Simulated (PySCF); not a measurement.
Worked example: oscillator strength and radiative lifetime

AlF2H2N, SMILES [NH2][Al]([F])[F].

Geometry optimised at PBE0-D3(BJ)/def2-SVP. The values are those of a single conformer.

TDDFT-ωB97X/def2-SVPD in PySCF puts the first singlet state with f over 0.02 at 6.32 eV (vertical), with the transition dipole (0.716, 0.000, 0.000) in atomic units.

Question: Find the oscillator strength, the wavelength and the radiative lifetime that this transition would have in vacuum if emission retraced absorption.

Answer: 
|μ|² = 0.5127 au, so |μ| = 1.82 D. ΔE = 6.32/27.211 = 0.2323 hartree. f = (2/3) ΔE |μ|² = 0.079 (the program prints 0.079).
λ = 1239.84/6.32 = 196 nm; ν = 50974 cm⁻¹.
Einstein's coefficient A = 0.6670 ν² f s⁻¹ (ν in cm⁻¹) = 1.4e8 s⁻¹, so τ = 1/A = 7.3 ns. This state is S1. The figure is the radiative limit of this one transition; relaxation, internal conversion, crossing to triplets and a medium change what is measured.
